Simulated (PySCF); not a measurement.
A geometry optimisation, step by step.

Species: C₈H₇N.
Atom-mapped SMILES: `[CH3:1][CH:2]=[C:3]=[C:4]=[C:5]=[C:6]([CH3:7])[C:8]#[N:9]` (hydrogens: H10, H11, H12 on C1; H13 on C2; H14, H15, H16 on C7)

Method: PBE0-D3(BJ)/def2-SVP geometry optimisation, gas phase (PySCF 2.14.0); density fitting, grid level 2; the optimiser is geomeTRIC in internal coordinates, started from a GFN2-xTB structure. The frame can shift and turn from step to step; on so coarse a grid that alone can change the energy by a few meV, and forces under 0.02 eV/Å are noise.

Step 0: E = -9877.2959 eV, largest atomic force 1.667 eV/Å
```
atom  x, y, z in Å  |  force x, y, z in eV/Å
C1      3.758   -0.369   -0.040   -0.331   0.210   0.134
C2      2.770    0.570    0.576    0.609  -0.376  -0.233
C3      1.476    0.468    0.449    0.163   0.125   0.081
C4      0.215    0.357    0.315    0.065  -0.006   0.045
C5     -1.039    0.251    0.197   -0.377  -0.033  -0.054
C6     -2.350    0.146    0.065   -0.201  -0.394   0.528
C7     -3.229   -0.637    1.000    0.235   0.118  -0.119
C8     -2.978    0.801   -1.013    0.428  -0.277   0.488
N9     -3.503    1.329   -1.887   -0.805   0.750  -1.253
H10     4.363   -0.834    0.738    0.271  -0.189   0.244
H11     3.256   -1.144   -0.613   -0.117  -0.297  -0.213
H12     4.429    0.182   -0.699    0.298   0.158  -0.246
H13     3.185    1.381    1.164    0.082   0.453   0.319
H14    -3.734   -1.435    0.456   -0.199  -0.278  -0.152
H15    -3.991    0.014    1.429   -0.281   0.189   0.165
H16    -2.635   -1.071    1.802    0.160  -0.153   0.265
```

Step 1: E = -9877.3593 eV, largest atomic force 0.157 eV/Å
```
atom  x, y, z in Å  |  force x, y, z in eV/Å
C1      3.696   -0.630    0.003    0.082  -0.068  -0.043
C2      2.702    0.300    0.617   -0.023   0.130   0.084
C3      1.395    0.207    0.498    0.010  -0.034  -0.004
C4      0.121    0.102    0.371   -0.009   0.019  -0.008
C5     -1.145    0.007    0.240    0.016  -0.012   0.019
C6     -2.465   -0.102    0.109    0.036   0.032  -0.040
C7     -3.338   -0.888    1.048   -0.067  -0.035   0.038
C8     -3.095    0.566   -0.989   -0.004  -0.013   0.021
N9     -3.636    1.096   -1.869   -0.022   0.014  -0.026
H10     4.318   -1.099    0.784   -0.017   0.017  -0.024
H11     3.206   -1.422   -0.579    0.011   0.013   0.011
H12     4.381   -0.076   -0.662   -0.020  -0.015   0.021
H13     3.094    1.135    1.219   -0.018  -0.057  -0.041
H14    -3.858   -1.695    0.505    0.010   0.017   0.012
H15    -4.109   -0.239    1.492    0.017  -0.014  -0.006
H16    -2.738   -1.331    1.853   -0.003   0.007  -0.015
```

Step 2: E = -9877.3598 eV, largest atomic force 0.030 eV/Å
```
atom  x, y, z in Å  |  force x, y, z in eV/Å
C1      3.700   -0.631    0.005    0.012  -0.013  -0.007
C2      2.702    0.299    0.617   -0.014   0.022   0.010
C3      1.395    0.204    0.495    0.008  -0.026  -0.005
C4      0.120    0.101    0.366   -0.003   0.015  -0.003
C5     -1.146    0.007    0.235   -0.006  -0.004   0.002
C6     -2.466   -0.099    0.106    0.025   0.010  -0.011
C7     -3.337   -0.888    1.048   -0.021  -0.006   0.005
C8     -3.103    0.569   -0.990    0.003  -0.005   0.009
N9     -3.649    1.098   -1.866   -0.006  -0.001   0.000
H10     4.321   -1.098    0.786   -0.003   0.004   0.002
H11     3.214   -1.424   -0.578   -0.003   0.002   0.002
H12     4.385   -0.076   -0.658   -0.004   0.003   0.001
H13     3.091    1.133    1.219    0.003  -0.005  -0.002
H14    -3.860   -1.693    0.508    0.002   0.002  -0.002
H15    -4.106   -0.239    1.497    0.004   0.002   0.000
H16    -2.733   -1.331    1.849    0.003   0.000  -0.002
```

Step 3: E = -9877.3599 eV, largest atomic force under 0.02 eV/Å
```
atom  x, y, z in Å  |  force x, y, z in eV/Å
C1      3.701   -0.631    0.005    0.000   0.006   0.005
C2      2.702    0.299    0.617   -0.006  -0.012  -0.012
C3      1.395    0.202    0.492   -0.002  -0.006   0.001
C4      0.121    0.100    0.363    0.001   0.010   0.001
C5     -1.145    0.007    0.232   -0.006  -0.005   0.003
C6     -2.466   -0.099    0.106    0.003   0.002  -0.003
C7     -3.337   -0.887    1.049    0.004   0.001   0.000
C8     -3.105    0.569   -0.988    0.002   0.003  -0.006
N9     -3.656    1.097   -1.863   -0.001  -0.004   0.006
H10     4.322   -1.097    0.787    0.003  -0.002   0.003
H11     3.215   -1.424   -0.577   -0.002  -0.001  -0.001
H12     4.385   -0.076   -0.657    0.002   0.002  -0.004
H13     3.091    1.133    1.219    0.003   0.005   0.006
H14    -3.862   -1.690    0.508   -0.001  -0.001  -0.003
H15    -4.103   -0.237    1.500    0.000   0.003   0.001
H16    -2.732   -1.333    1.848    0.001  -0.003   0.002
```

Question: Summarise the path.

Answer: The energy falls by 0.0640 eV from step 0 to step 3; nine tenths of that is first reached at step 1. It falls at every step. The largest force goes from 1.667 to under 0.02 eV/Å. Among the bonds C6–C8 changes most, from 1.409 to 1.432 Å; the atoms move by 0.036 Å rms after alignment.

Question: Follow the three bonds and two angles with the largest change from start to end.

Answer: 
```json
{"step": "0", "E above end (eV)": "0.0640", "largest force (eV/Å)": "1.667", "C6–C8 (Å)": "1.409", "C2–H13 (Å)": "1.084", "C8≡N9 (Å)": "1.148", "C3–C2–H13 (°)": "119.4", "C1–C2–H13 (°)": "116.1"}
{"step": "1", "E above end (eV)": "0.0006", "largest force (eV/Å)": "0.157", "C6–C8 (Å)": "1.432", "C2–H13 (Å)": "1.102", "C8≡N9 (Å)": "1.161", "C3–C2–H13 (°)": "117.2", "C1–C2–H13 (°)": "117.4"}
{"step": "2", "E above end (eV)": "0.0001", "largest force (eV/Å)": "0.030", "C6–C8 (Å)": "1.432", "C2–H13 (Å)": "1.100", "C8≡N9 (Å)": "1.161", "C3–C2–H13 (°)": "117.2", "C1–C2–H13 (°)": "117.3"}
{"step": "3", "E above end (eV)": "0.0000", "largest force (eV/Å)": "under 0.02", "C6–C8 (Å)": "1.432", "C2–H13 (Å)": "1.099", "C8≡N9 (Å)": "1.161", "C3–C2–H13 (°)": "117.4", "C1–C2–H13 (°)": "117.3"}
```

The cost below is that of the whole optimisation. The run took 45 s of wall time on an Arm Neoverse V1 with one thread, on a shared host, and the process peaked at 0.76 GiB of memory.
